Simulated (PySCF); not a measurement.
BP86 on P⁻ (phosphorus, charge -1), [Ne] 3s2 3p4, high-spin 3P determinant. Computed with PySCF 2.14 in aug-cc-pV(T+d)Z with one added diffuse shell each of s, p, d, f type (7s6p5d3f, 71 functions), with the non-relativistic Hamiltonian (point nucleus).

```
cycle= 1 E= -341.337307627896  delta_E= -0.00947  |g|= 0.032  |ddm|= 0.282
cycle= 2 E= -341.331667690599  delta_E= 0.00564  |g|= 0.0678  |ddm|= 0.342
cycle= 3 E= -341.338090015682  delta_E= -0.00642  |g|= 0.0174  |ddm|= 0.338
cycle= 4 E= -341.338389362144  delta_E= -0.000299  |g|= 0.00569  |ddm|= 0.0309
cycle= 5 E= -341.338439090081  delta_E= -4.97e-05  |g|= 0.00164  |ddm|= 0.0261
cycle= 6 E= -341.338443346761  delta_E= -4.26e-06  |g|= 0.00016  |ddm|= 0.00671
cycle= 7 E= -341.338443429525  delta_E= -8.28e-08  |g|= 4.66e-05  |ddm|= 0.00178
cycle= 8 E= -341.338443432264  delta_E= -2.74e-09  |g|= 1.62e-05  |ddm|= 0.000192
cycle= 9 E= -341.338443432706  delta_E= -4.42e-10  |g|= 2.12e-06  |ddm|= 8.45e-05
converged SCF energy = -341.338443432706  <S^2> = 2.0288184  2S+1 = 3.0191511
```

Highest occupied orbital energy: 1.416 eV; ⟨L²⟩ = 2.05; populations by l: s 6.00, p 10.00, d 0.00, f 0.00.

Can this result be used?

With care. Self-consistency was reached. At BP86 the highest occupied level has a positive energy, so only the finite basis holds that electron; in a semilocal or global hybrid functional this comes from self-interaction and does not mean that the real anion is unbound.
